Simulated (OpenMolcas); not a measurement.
# Lines of Zr2+: computed and rescaled rates

```json
{"Program": "OpenMolcas 26.06", "Method": "MS-RASPT2, IPEA 0.25 Eh, imaginary shift 0.1 Eh (closed shells correlated: 4s 4p)", "Basis": "ANO-RCC-VTZP [7s6p4d2f1g]", "Scalar Hamiltonian": "DKH2, point nucleus", "Active space": "2 electrons in 9 orbitals (RAS2 4d 5s; RAS3 5p, at most 2 electrons)", "State averaging": "2S+1 = 3 even, 15 roots; 2S+1 = 1 even, 21 roots kept (CI in the orbitals of an earlier block); 2S+1 = 3 odd, 18 roots; 2S+1 = 1 odd, 18 roots kept (CI in the orbitals of an earlier block)", "Spin-orbit coupling": "RASSI with atomic mean-field integrals over the reference wave functions, term energies averaged over their components"}
```

Rates come from the transition moments of the reference wave functions (E1 and E2 in the length form). At fixed line strength A goes as λ^-3 for E1 and M1 and as λ^-5 for E2, so a rate at the computed wavelength can be rescaled to the measured one. Measured vacuum wavelengths follow from level energies in Moore, Atomic Energy Levels, vol. II, NSRDS-NBS 35 (1971 reprint of NBS Circular 467, 1952); NIST levels as listed in Rynkun, Gaigalas and Jonsson, Astron. Astrophys. 637, A10 (2020). Branching counts decays inside the model space alone, at computed energies, and the table is only a selection of the E1 lines, drawn from those between levels with measured partners whose computed energy lies within a factor of 1.5 of the measured one.

| Upper | Lower | Type | λ computed (nm) | λ measured (nm) | A computed (s-1) | A rescaled (s-1) | Branching % |
| --- | --- | --- | --- | --- | --- | --- | --- |
| 5s 5p ³P°₀ | 4d 5s ³D₁ | E1 | 161.8 | 163.8 | 1.07e+09 | 1.03e+09 | 99.7 |
| 5s 5p ³P°₁ | 4d 5s ³D₂ | E1 | 161.7 | 163.1 | 8.00e+08 | 7.80e+08 | 74.1 |
| 4d 5p ¹F°₃ | 4d² ¹G₄ | E1 | 201.1 | 194 | 6.10e+08 | 6.79e+08 | 64.3 |
| 4d 5p ³D°₁ | 4d² ³F₂ | E1 | 179.8 | 179.8 | 6.07e+08 | 6.07e+08 | 58.9 |
| 4d 5p ³D°₃ | 4d² ³F₄ | E1 | 180.1 | 179 | 5.86e+08 | 5.97e+08 | 55.5 |
| 4d 5p ³D°₂ | 4d² ³F₃ | E1 | 179.8 | 179.4 | 5.65e+08 | 5.69e+08 | 53.7 |
| 4d 5p ³P°₀ | 4d 5s ³D₁ | E1 | 243.6 | 240.7 | 4.13e+08 | 4.28e+08 | 53.3 |
| 4d 5p ³P°₀ | 4d² ³P₁ | E1 | 197.3 | 193.7 | 3.62e+08 | 3.83e+08 | 46.7 |
| 4d 5p ¹F°₃ | 4d 5s ¹D₂ | E1 | 276 | 266.5 | 2.99e+08 | 3.32e+08 | 31.5 |
| 4d 5p ³P°₂ | 4d² ³P₂ | E1 | 197.5 | 194.1 | 2.84e+08 | 2.99e+08 | 36.9 |
| 4d 5p ³F°₃ | 4d 5s ³D₂ | E1 | 270.3 | 268.3 | 2.80e+08 | 2.86e+08 | 47.3 |
| 5s 5p ³P°₁ | 4d 5s ³D₁ | E1 | 160.7 | 162.1 | 2.74e+08 | 2.67e+08 | 25.4 |
| 4d 5p ¹P°₁ | 4d 5s ¹D₂ | E1 | 275.6 | 269.9 | 2.69e+08 | 2.86e+08 | 48.0 |
| 4d 5p ³D°₁ | 4d 5s ³D₁ | E1 | 268.7 | 268.7 | 2.48e+08 | 2.48e+08 | 24.1 |
| 4d 5p ³F°₂ | 4d 5s ³D₁ | E1 | 271.5 | 269.1 | 2.33e+08 | 2.39e+08 | 38.9 |
| 4d 5p ³D°₂ | 4d 5s ³D₂ | E1 | 266.4 | 265.7 | 2.18e+08 | 2.20e+08 | 20.7 |
| 4d 5p ³P°₁ | 4d 5s ³D₂ | E1 | 247 | 244.5 | 2.17e+08 | 2.24e+08 | 29.7 |
| 4d 5p ³F°₃ | 4d² ³F₃ | E1 | 181.6 | 180.5 | 2.09e+08 | 2.13e+08 | 35.3 |
| 4d 5p ³F°₄ | 4d² ³F₄ | E1 | 180.2 | 178 | 2.08e+08 | 2.16e+08 | 34.2 |
| 5s 5p ³P°₂ | 4d 5s ³D₂ | E1 | 159.3 | 159.4 | 1.66e+08 | 1.66e+08 | 15.4 |
| 4d 5p ³F°₂ | 4d² ¹D₂ | E1 | 200.7 | 200.7 | 1.52e+08 |  | 25.3 |
| 4d 5p ³P°₁ | 4d 5s ³D₁ | E1 | 244.7 | 242.1 | 1.42e+08 | 1.47e+08 | 19.4 |
| 4d 5p ³F°₂ | 4d² ³F₂ | E1 | 181.1 | 180 | 1.24e+08 | 1.26e+08 | 20.7 |
| 4d 5p ³P°₁ | 4d² ³P₂ | E1 | 200.1 | 196.6 | 1.13e+08 | 1.19e+08 | 15.4 |
| 4d 5p ¹P°₁ | 4d² ¹D₂ | E1 | 178.9 | 177.4 | 8.27e+07 | 8.48e+07 | 14.8 |

Spin-changing lines and M1 lines between different terms are not rescaled, since their strength hangs on the term gaps too.

The largest correction is for 4d 5p ¹F°₃ → 4d² ¹G₄ (E1): 6.10e+08 × (201.1 / 194)^3 = 6.79e+08 s-1, a factor of 1.11.

The computed rate and branching of 5s 5p ³P°₀ → 4d 5s ³D₁ give the upper level a radiative lifetime of 0.997 / 1.07e+09 s-1 = 9.32e-10 s, counting decays inside the model space alone. The rescaled rate gives about 9.7e-10 s.

The computed order of these levels differs from the measured one in 2 places, and where term gaps are wrong the rates of spin-changing lines can be off by large factors.

No measured rate stands beside these. Rescaling mends the energy factor alone: line strengths can still be far off where a level mixes with configurations outside the active space, and weak or spin-changing lines hang on small mixing coefficients that depend on the term gaps too, so rescaling need not improve them.

CASPT2 does not keep the components of a term degenerate, so their means are used; among the terms shown or strongly mixed into the levels shown the widest spread is 700 cm-1 (4d² ¹G). Terms from blocks run as CI alone lack orbitals of their own. A single d shell beside an s shell can misplace configurations of different d count against each other. The CASPT2 spread within a term exceeds the gap to the next term for 4d 5p ¹P° and 4d 5p ¹F°, so the order of their levels is uncertain. Computed and measured levels are paired by configuration, term and J; levels that our copy of the source lacks, or whose pairing is in doubt (as where it misses far off the trend of its configuration), stay unpaired. Levels of configurations outside the active space are missing.

° marks odd parity.
